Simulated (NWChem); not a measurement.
# BeSiH3F; SMILES [F][Be][SiH3]

```xyz
6

Be     0.0009     0.8210     0.0000
F      0.0011     2.2137     0.0000
Si     0.0003    -1.3458     0.0000
H      0.7029    -1.8942    -1.2044
H     -1.3944    -1.8932    -0.0065
H      0.6916    -1.8942     1.2109
```
Atoms are numbered in this order, from 1.

Coordinates come from a PBE0/def2-SVP optimisation.

Question: List the 4 lowest vertical singlet excitations and the 4 lowest triplet ones from LRC-wPBEh/6-31+G* (spherical d), TDA (NWChem).

Answer: 
| state | energy (eV) | oscillator strength | leading excitation (squared amplitude) |
|---|---|---|---|
| S1 | 6.77 | 0.145 | HOMO → LUMO+1 (0.86) |
| S2 | 6.77 | 0.145 | HOMO → LUMO+2 (0.86) |
| S3 | 7.15 | 0.205 | HOMO → LUMO (0.90) |
| S4 | 7.96 | 0.000 | HOMO−1 → LUMO+1 (0.41) |
| T1 | 5.14 | spin-forbidden | HOMO → LUMO+1 (0.75) |
| T2 | 5.14 | spin-forbidden | HOMO → LUMO+2 (0.75) |
| T3 | 6.49 | spin-forbidden | HOMO → LUMO (0.73) |
| T4 | 7.29 | spin-forbidden | HOMO−2 → LUMO+1 (0.35) |
